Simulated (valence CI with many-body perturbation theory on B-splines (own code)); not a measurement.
# Zr+: E2, M1 decay

Calculated by valence CI with perturbative core correlation (CI+MBPT): three valence electrons over a frozen Dirac-Fock core [Kr], radial functions for each j: 9 s, 9 p, 10 d, 8 f, 5 g, 3 h, 1 i, with the one-electron correlation potential Σ1 (screened to all orders), the two-electron term Σ2, the three-electron term Σ3, Breit, model QED; selected single and double excitations, second order for the rest (own B-spline code, finite nucleus).

Against 26 measured levels this calculation errs by 278 cm⁻¹ on average and by 664 at most. These come from a selection out of the NIST Handbook of Basic Atomic Spectroscopic Data. Levels without a partner in it may be off by more, other configurations by 1,000 to 4,000 cm⁻¹.

Lines 1 to 50 of 91 in falling wavelength, among levels below 37745 cm⁻¹, chosen from the decays that carry over 1 % of a level's rate. Wavelengths and rates use the calculated energies, so an error of 300 cm⁻¹ moves a line at 2580 nm by 7.7 % and its rate by three times that or more. Electric multipoles are in the length gauge, E1 and E2 with the static RPA response of the core. Weak lines are less certain than strong ones. Lines between different terms over intervals too small for the method are left out, as are lines whose strength nearly cancels and 3 of this kind that miss the measured wavelength by over 7 %. Branching is blank where the lifetime is uncertain.

Names give the largest LS component (configuration and term), which can be under half, so a name can repeat, a term be missing and a line seem to break the LS rules; names also repeat where a configuration has a term twice.

```
λ vac (nm)  λ from measured levels         Upper         Lower  Type   A (s⁻¹)  Branch %
     31930                   30990    4d³ ⁴F_5/2    4d³ ⁴F_3/2    M1  1.31e-03      93.1
     31820                   31780  4d²5s ⁴F_5/2  4d²5s ⁴F_3/2    M1  1.33e-03     100.0
     28080                           4d³ ²H_11/2    4d³ ²H_9/2    M1  5.43e-04       2.7
     25010                   24710    4d³ ⁴F_7/2    4d³ ⁴F_5/2    M1  2.75e-03      96.0
     24620                   25810    4d³ ²P_3/2    4d³ ²P_1/2    M1  5.61e-04          
     22300                   22280  4d²5s ⁴F_7/2  4d²5s ⁴F_5/2    M1  3.89e-03     100.0
     21660                   21830    4d³ ⁴F_9/2    4d³ ⁴F_7/2    M1  2.65e-03      96.2
     17830                   17880  4d²5s ⁴F_9/2  4d²5s ⁴F_7/2    M1  4.76e-03     100.0
     14300                   13990  4d²5s ²F_7/2  4d²5s ²F_5/2    M1  3.55e-03      10.4
      3686                          4d²5s ⁴P_5/2  4d²5s ²F_5/2    M1  1.99e-03       3.4
      3116                            4d³ ⁴P_1/2    4d³ ²P_3/2    M1  9.24e-03       4.8
      2938                            4d³ ⁴P_3/2    4d³ ²P_3/2    M1  1.05e-02       7.0
      2869                          4d²5s ⁴P_3/2  4d²5s ²D_5/2    M1  4.14e-03       7.7
      2822                          4d²5s ⁴P_1/2  4d²5s ²D_3/2    M1  2.86e-03       6.1
      2766                            4d³ ⁴P_1/2    4d³ ²P_1/2    M1  2.50e-02      13.1
      2759                            4d³ ⁴P_5/2    4d³ ²P_3/2    M1  1.40e-02      10.8
      2747                            4d³ ²H_9/2    4d³ ²G_9/2    M1  1.89e-02      45.7
      2655                          4d²5s ⁴P_3/2  4d²5s ²D_3/2    M1  7.97e-03      14.9
      2626                          4d²5s ⁴P_5/2  4d²5s ²D_5/2    M1  1.99e-02      34.0
      2580                    2672  4d²5s ²D_5/2  4d²5s ⁴F_7/2    M1  1.85e-02      60.9
      2518                            4d³ ²H_9/2    4d³ ²G_7/2    M1  1.03e-02      24.9
      2502                           4d³ ²H_11/2    4d³ ²G_9/2    M1  1.14e-02      57.2
      2474                    2542  4d²5s ²D_3/2  4d²5s ⁴F_5/2    M1  1.39e-02      39.8
      2446                          4d²5s ⁴P_5/2  4d²5s ²D_3/2    M1  3.56e-03       6.1
      2313                    2386  4d²5s ²D_5/2  4d²5s ⁴F_5/2    M1  1.25e-03       4.1
      2295                    2354  4d²5s ²D_3/2  4d²5s ⁴F_3/2    M1  1.14e-02      32.5
      2274                            4d³ ²G_7/2    4d³ ⁴F_9/2    M1  5.64e-04       1.7
      2156                    2220  4d²5s ²D_5/2  4d²5s ⁴F_3/2    M1  6.68e-03      22.0
      2115                            4d³ ²G_9/2    4d³ ⁴F_9/2    M1  2.91e-02      53.3
      2104                            4d³ ⁴P_3/2  4d²5s ²D_5/2    M1  1.53e-03       1.0
      2066                            4d³ ⁴P_1/2  4d²5s ²D_3/2    M1  2.49e-03       1.3
      2058                            4d³ ²G_7/2    4d³ ⁴F_7/2    M1  1.26e-02      37.6
      2011                            4d³ ⁴P_5/2  4d²5s ²D_5/2    M1  2.64e-03       2.0
      1987                            4d³ ⁴P_3/2  4d²5s ²D_3/2    M1  2.23e-03       1.5
      1958                    1944  4d²5s ²F_7/2  4d²5s ⁴F_9/2    M1  1.50e-02      43.7
      1927                            4d³ ²G_9/2    4d³ ⁴F_7/2    M1  1.41e-02      25.8
      1902                            4d³ ²G_7/2    4d³ ⁴F_5/2    M1  1.37e-02      41.1
      1870                          4d²5s ⁴P_5/2    4d³ ⁴F_9/2    E2  5.85e-03      10.0
      1855                           4d³ ²H_11/2  4d²5s ²F_7/2    E2  6.26e-03      31.3
      1846                    1839  4d²5s ²F_5/2  4d²5s ⁴F_5/2    M1  6.64e-03      19.6
      1822                          4d²5s ⁴P_3/2    4d³ ⁴F_7/2    E2  4.61e-03       8.6
      1792                    1747    4d³ ²P_1/2  4d²5s ⁴F_3/2    E2  2.08e-04          
      1792                    1747    4d³ ²P_1/2  4d²5s ⁴F_3/2    M1  1.44e-04          
      1765                          4d²5s ⁴P_1/2    4d³ ⁴F_5/2    E2  4.42e-03       9.4
      1764                    1753  4d²5s ²F_7/2  4d²5s ⁴F_7/2    M1  1.88e-03       5.5
      1763                    1725    4d³ ²P_3/2  4d²5s ⁴F_5/2    M1  1.24e-03          
      1763                    1725    4d³ ²P_3/2  4d²5s ⁴F_5/2    E2  2.54e-04          
      1744                    1738  4d²5s ²F_5/2  4d²5s ⁴F_3/2    M1  1.94e-02      57.1
      1744                            4d³ ²H_9/2  4d²5s ²F_5/2    E2  6.96e-03      16.8
      1721                          4d²5s ⁴P_5/2    4d³ ⁴F_7/2    E2  2.78e-03       4.8
```
